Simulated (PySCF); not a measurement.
# UHF on Tl²⁺ (thallium, charge +2)

Configuration: [Xe] 4f14 5d9 6s1 6p1, one real determinant (an excited configuration). All numbers are calculated (PySCF 2.14, scalar relativity by spin-free X2C-1e, in x2c-TZVPPall with one added diffuse shell each of s, p, d, f type (12s8p7d4f, 99 functions)).

```
Total energy                                                  : -20242.064577 hartree
One-electron energy                                           : -27653.4163 hartree
Hartree (Coulomb) energy                                      : 7791.5499 hartree
Exchange energy                                               : -380.1982 hartree
⟨S²⟩                                                          : 3.7524
⟨L²⟩                                                          : 8.035
Sum of ⟨r⟩                                                    : 42.52 bohr
Sum of ⟨r²⟩                                                   : 49.24 bohr²
Traceless quadrupole moment −½Σ⟨3z² − r²⟩ along its main axis : -3.36 e·bohr²
Langevin diamagnetic susceptibility                           : -39.0 ×10⁻⁶ cm³/mol
```

```json
{"shell": "1s α", "electrons": "1", "mean orbital energy (hartree)": "-3161.39426", "spread (hartree)": "0", "rms radius, mean of both spins (bohr)": "0.0184"}
{"shell": "1s β", "electrons": "1", "mean orbital energy (hartree)": "-3161.38939", "spread (hartree)": "0", "rms radius, mean of both spins (bohr)": "0.0184"}
{"shell": "2s α", "electrons": "1", "mean orbital energy (hartree)": "-569.28552", "spread (hartree)": "0", "rms radius, mean of both spins (bohr)": "0.0742"}
{"shell": "2s β", "electrons": "1", "mean orbital energy (hartree)": "-569.27571", "spread (hartree)": "0", "rms radius, mean of both spins (bohr)": "0.0742"}
{"shell": "2p α", "electrons": "3", "mean orbital energy (hartree)": "-492.03247", "spread (hartree)": "0.00821", "rms radius, mean of both spins (bohr)": "0.0684"}
{"shell": "2p β", "electrons": "3", "mean orbital energy (hartree)": "-492.02405", "spread (hartree)": "0.00298", "rms radius, mean of both spins (bohr)": "0.0684"}
{"shell": "3s α", "electrons": "1", "mean orbital energy (hartree)": "-139.18021", "spread (hartree)": "0", "rms radius, mean of both spins (bohr)": "0.189"}
{"shell": "3s β", "electrons": "1", "mean orbital energy (hartree)": "-139.17231", "spread (hartree)": "0", "rms radius, mean of both spins (bohr)": "0.189"}
{"shell": "3p α", "electrons": "3", "mean orbital energy (hartree)": "-116.49389", "spread (hartree)": "0.01348", "rms radius, mean of both spins (bohr)": "0.192"}
{"shell": "3p β", "electrons": "3", "mean orbital energy (hartree)": "-116.48792", "spread (hartree)": "0.00573", "rms radius, mean of both spins (bohr)": "0.192"}
{"shell": "3d α", "electrons": "5", "mean orbital energy (hartree)": "-91.79598", "spread (hartree)": "0.01270", "rms radius, mean of both spins (bohr)": "0.176"}
{"shell": "3d β", "electrons": "5", "mean orbital energy (hartree)": "-91.78846", "spread (hartree)": "0.01634", "rms radius, mean of both spins (bohr)": "0.176"}
{"shell": "4s α", "electrons": "1", "mean orbital energy (hartree)": "-33.17485", "spread (hartree)": "0", "rms radius, mean of both spins (bohr)": "0.416"}
{"shell": "4s β", "electrons": "1", "mean orbital energy (hartree)": "-33.15627", "spread (hartree)": "0", "rms radius, mean of both spins (bohr)": "0.416"}
{"shell": "4p α", "electrons": "3", "mean orbital energy (hartree)": "-25.57832", "spread (hartree)": "0.02779", "rms radius, mean of both spins (bohr)": "0.443"}
{"shell": "4p β", "electrons": "3", "mean orbital energy (hartree)": "-25.56391", "spread (hartree)": "0.00911", "rms radius, mean of both spins (bohr)": "0.443"}
{"shell": "4d α", "electrons": "5", "mean orbital energy (hartree)": "-16.26324", "spread (hartree)": "0.02992", "rms radius, mean of both spins (bohr)": "0.471"}
{"shell": "4d β", "electrons": "5", "mean orbital energy (hartree)": "-16.24703", "spread (hartree)": "0.03230", "rms radius, mean of both spins (bohr)": "0.471"}
{"shell": "5s α", "electrons": "1", "mean orbital energy (hartree)": "-6.52577", "spread (hartree)": "0", "rms radius, mean of both spins (bohr)": "0.939"}
{"shell": "5s β", "electrons": "1", "mean orbital energy (hartree)": "-6.43924", "spread (hartree)": "0", "rms radius, mean of both spins (bohr)": "0.939"}
{"shell": "4f α", "electrons": "7", "mean orbital energy (hartree)": "-5.99156", "spread (hartree)": "0.02802", "rms radius, mean of both spins (bohr)": "0.509"}
{"shell": "4f β", "electrons": "7", "mean orbital energy (hartree)": "-5.98041", "spread (hartree)": "0.00948", "rms radius, mean of both spins (bohr)": "0.509"}
{"shell": "5p α", "electrons": "3", "mean orbital energy (hartree)": "-4.34588", "spread (hartree)": "0.06220", "rms radius, mean of both spins (bohr)": "1.07"}
{"shell": "5p β", "electrons": "3", "mean orbital energy (hartree)": "-4.24590", "spread (hartree)": "0.06444", "rms radius, mean of both spins (bohr)": "1.07"}
{"shell": "5d α", "electrons": "5", "mean orbital energy (hartree)": "-1.70417", "spread (hartree)": "0.06272", "rms radius, mean of both spins (bohr)": "1.42"}
{"shell": "5d β", "electrons": "4", "mean orbital energy (hartree)": "-1.64203", "spread (hartree)": "0.02239", "rms radius, mean of both spins (bohr)": "1.42"}
{"shell": "6s α", "electrons": "1", "mean orbital energy (hartree)": "-1.20686", "spread (hartree)": "0", "rms radius, mean of both spins (bohr)": "2.40"}
{"shell": "6p α", "electrons": "1", "mean orbital energy (hartree)": "-0.82898", "spread (hartree)": "0", "rms radius, mean of both spins (bohr)": "2.95"}
```

⟨L²⟩ = 8.03 against 12 for a pure F term, so this real determinant mixes terms. Spin-orbit coupling, absent here, splits the open shell strongly.

Densities and radii are taken from the X2C orbitals without a picture-change correction, which distorts them close to the nucleus.

Spin-orbit constants ζ (cm⁻¹) from the X2C one-electron operator on these orbitals: bare nucleus, nucleus screened by l(l+1)(2l+1)/3 electrons, and screened by the Breit-Pauli mean field of the electrons.

```tsv
shell	bare	screened nucleus	mean field
2p	10210000	9959000	n/a
3p	2302000	2245000	n/a
3d	354700	310900	n/a
4p	551100	537500	n/a
4d	76540	67090	n/a
4f	15850	10370	n/a
5p	94480	92140	n/a
5d	8348	7317	n/a
6p	10760	10500	n/a
```

To first order the Landé constant is A = -459.9 cm⁻¹, so the lowest level has J = 9/2 and lies 0.257 eV below the centre of the term. This holds in LS coupling only.
